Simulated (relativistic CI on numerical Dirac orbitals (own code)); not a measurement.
Slater and spin-orbit integrals, Eu VIII

Calculated at this level of theory: Dirac-Coulomb-Breit CI, separate exchange-only KLI orbitals for each configuration, model QED, unscaled Slater integrals (own radial code, finite nucleus).

Slater integrals F^k, G^k are unscaled and averaged over j, outside the closed core [Kr] 4d10; ζ comes from projecting the Hamiltonian with its Breit term on Σ l·s of the shell.

- 4f5 5s2 5p3: F^2(4f,4f) = 124820, F^4(4f,4f) = 78894, F^6(4f,4f) = 56924, ζ(4f) = 1444.2, F^2(5p,5p) = 76328, F^2(4f,5p) = 59652, G^2(4f,5p) = 28126, G^4(4f,5p) = 22768, ζ(5p) = 28422 cm⁻¹; <r>(4f) = 0.7831, <r^2>(4f) = 0.7502, <r>(5p) = 1.408, <r^2>(5p) = 2.215 (bohr units).
- 4f4 5s 5p5: F^2(4f,4f) = 129900, F^4(4f,4f) = 82348, F^6(4f,4f) = 59492, ζ(4f) = 1588.5, G^3(4f,5s) = 31250, F^2(4f,5p) = 59872, G^2(4f,5p) = 26951, G^4(4f,5p) = 22097, G^1(5s,5p) = 101040, ζ(5p) = 29337 cm⁻¹; <r>(4f) = 0.7578, <r^2>(4f) = 0.6979, <r>(5s) = 1.255, <r^2>(5s) = 1.756, <r>(5p) = 1.389, <r^2>(5p) = 2.158 (bohr units).

Averages of the first 2 configurations, taken without configuration mixing, which lowers the lowest level and can move excited configurations by several eV; other configurations of the list can lie among them:

```
Configuration  Parity  States  Average energy above the lowest level (eV)
  4f5 5s2 5p3    even   40040                                        17.2
   4f4 5s 5p5     odd   12012                                        38.4
```
